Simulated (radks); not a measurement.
Task: Valence configurations of Se II (all share [Ar]). Calculated with a radial shooting solver on a logarithmic mesh with Libxc functionals: scalar-relativistic Kohn-Sham, PBE, spin-polarised, spherical densities, point nucleus; open shells are filled with parallel spins first. Order these by energy: 3d10 4s2 4p3; 3d8.5 4s1.5 4p5; 3d8.5 4s2 4p4.5; 3d9.5 4s1.5 4p4; 3d8 4s2 4p5; 3d9.5 4s2 4p3.5; 3d7.5 4s1.5 4p6; 3d9.5 4s0.5 4p5; 3d10 4s1 4p4; 3d9 4s2 4p4.

Result: From the lowest, in eV above it: 3d10 4s2 4p3 0.000; 3d10 4s1 4p4 11.504; 3d9.5 4s2 4p3.5 25.851; 3d9.5 4s1.5 4p4 31.800; 3d9.5 4s0.5 4p5 44.798; 3d9 4s2 4p4 53.931; 3d8.5 4s2 4p4.5 84.302; 3d8.5 4s1.5 4p5 90.657; 3d8 4s2 4p5 117.02; 3d7.5 4s1.5 4p6 158.89. NIST lists [Ar] 3d10 4s2 4p3 as the ground configuration; this level of theory agrees among the configurations tried. The energies are those of spherical high-spin densities, not of single terms.
